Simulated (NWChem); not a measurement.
Molecule: C2H2F, doublet; SMILES C=[C]F

Results from NWChem. Pople sets run with spherical d functions. Spin-unrestricted. In the optimisation the excess spin sits in a' (Cs, its own frame). The geometry was optimised at PBE0/def2-SVP, spin-unrestricted. No stability test was run on the SCF state. Level: PBE0/6-31G* with SMD (1 M gas to 1 M solution), gas-phase geometry. Reactions with the solvent are ignored.

```csv
solvent,dielectric constant,solvation free energy (kcal/mol),cavity-dispersion-structure term (kcal/mol),dipole in solution (D)
water,78.4,2.6,4.3,1.07
ethyl acetate,5.99,0.2,1.6,1.02
dichloromethane,8.93,-0.3,1.2,1.03
"N,N-dimethylformamide",37.2,0.8,2.5,1.07
benzene,2.27,0.1,1.0,0.93
toluene,2.37,0.2,1.1,0.93
```
